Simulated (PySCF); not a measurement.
2,2,2-trifluoroacetaldehyde (C2HF3O), SMILES FC(F)(C=O)F.

Geometry: PBE-D3(BJ)/def2-SVP.

Method: r2SCAN/def2-TZVP (PySCF).

| Item | Value |
|---|---|
| total energy | -451.54829 hartree |
| point group | Cs |
| highest occupied level | -7.44 eV |
| lowest empty level | -3.26 eV |
| orbital gap | 4.18 eV |
| dipole moment | 1.66 D |
| quadrupole, principal values (traceless, Buckingham form, about the centre of nuclear charge) | -6.23, 1.54, 4.69 D·Å |
| mean static polarisability | 29.1 bohr³ (4.32 Å³) |
| polarisability, principal values | 24.0, 29.1, 34.3 bohr³ |
